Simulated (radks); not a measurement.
The antimony anion Sb3-, [Xe], held by a Watson sphere: a shell of charge +2.17 at radius R that stands for the Madelung well of a crystal (potential energy -2.17/R inside, -2.17/r outside, in hartree with lengths in bohr). All-electron calculation, scalar-relativistic Kohn-Sham, LDA (Slater exchange, Perdew-Wang correlation), spin-polarised, spherical densities, finite nucleus; Fermi nuclear charge, rms radius of each element as measured or else 0.836 A^(1/3) + 0.57 fm. Program: a radial shooting solver on a logarithmic mesh with Libxc functionals.

| R (bohr) | e(4d) (eV) | e(5s) (eV) | e(5p) (eV) | <r> 5p (bohr) | sum of <r^2> (bohr^2) | X-ray form factor at sin(theta)/lambda = 0.1 1/angstrom |
|---|---|---|---|---|---|---|
| 2.39 | -27.782 | -9.202 | -1.348 | 2.931 | 93.45 | 48.670 |
| 4.24 | -26.807 | -7.274 | -0.465 | 3.631 | 130.0 | 47.756 |
| 4.68 | -26.850 | -7.105 | -0.292 | 3.799 | 140.5 | 47.613 |
| 4.76 | -26.859 | -7.082 | -0.264 | 3.830 | 142.4 | 47.591 |
